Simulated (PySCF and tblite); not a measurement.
The numbers below are computed, except where a source is named.
## C₅H₆N₂S, numbered as in [CH3:1]/[CH:2]=[CH:3]/[c:4]1[cH:5][n:6][s:7][n:8]1: conformational analysis

Geometries GFN2-xTB; weights from PBE0-D3(BJ)/def2-SVP (IEF-PCM, dichloromethane) energies and GFN2-xTB thermal corrections, with symmetry numbers and mirror pairs. Conformers within 3 kcal/mol (GFN2-xTB free energy) were kept, 10 at most. GIAO shieldings: WP04/pcSseg-1 (IEF-PCM, dichloromethane). Shifts are against TMS (¹H), TMS (¹³C) at the same level. Codes: tblite and PySCF.

Torsions listed: C2–C3–C4–N8.

```json
{"conformer": "1", "shape": "0°", "symmetry": "Cs", "E(GFN2) kcal/mol": "0.00", "E(DFT) kcal/mol": "0.00", "G(298.15 K) kcal/mol": "0.00", "weight %": "53.7", "dipole D": "2.78"}
{"conformer": "2", "shape": "180°", "symmetry": "Cs", "E(GFN2) kcal/mol": "0.29", "E(DFT) kcal/mol": "0.06", "G(298.15 K) kcal/mol": "0.09", "weight %": "46.3", "dipole D": "3.28"}
```

Weights (%) against temperature:

| T (K) | 1 | 2 | S(mix) cal/mol/K |
| --- | --- | --- | --- |
| 200 | 55.0 | 45.0 | 1.37 |
| 250 | 54.2 | 45.8 | 1.37 |
| 298.15 | 53.7 | 46.3 | 1.37 |
| 350 | 53.3 | 46.7 | 1.37 |
| 400 | 53.0 | 47.0 | 1.37 |

Averaged shifts at 298.15 K. ¹H: 8.54 (H5, 1H), 7.20 (H2, 1H), 6.80 (H3, 1H), 2.20 (H1, 3H) ppm. ¹³C: 167.7 (C4), 155.6 (C5), 148.2 (C2), 127.7 (C3), 24.1 (C1) ppm.

Coordinates of conformer 1 (Å):

```xyz
14

C     2.613   -0.004   -0.085
C     1.208    0.175    0.365
C     0.136   -0.152   -0.354
C    -1.220    0.031    0.104
C    -2.390   -0.304   -0.631
N    -3.502   -0.040    0.007
S    -3.131    0.598    1.457
N    -1.524    0.544    1.288
H     3.128    0.956   -0.091
H     2.657   -0.437   -1.081
H     3.147   -0.654    0.608
H     1.064    0.601    1.349
H     0.236   -0.581   -1.342
H    -2.423   -0.734   -1.615
```

Coordinates of conformer 2 (Å):

```xyz
14

C     2.540   -0.171   -0.047
C     1.065   -0.339   -0.141
C     0.184    0.575    0.262
C    -1.249    0.436    0.180
C    -2.004   -0.660   -0.324
N    -3.297   -0.475   -0.259
S    -3.586    0.987    0.396
N    -2.041    1.408    0.607
H     2.970   -0.967    0.562
H     2.799    0.789    0.391
H     2.990   -0.242   -1.037
H     0.728   -1.274   -0.569
H     0.520    1.510    0.690
H    -1.620   -1.576   -0.732
```

Shifts are unscaled: against experiment ¹³C can be off by 15 ppm or more and ¹H by 0.8 ppm.

Search and properties took 120 s on 1 thread of Arm Neoverse N1, on a host shared with other jobs (rough), launched as `OMP_NUM_THREADS=1 python ens_run.py task.json out`.


Conformer gaps in def2-SVP on xTB geometries can be 2 kcal/mol too large for S=O, P=O and other polar bonds.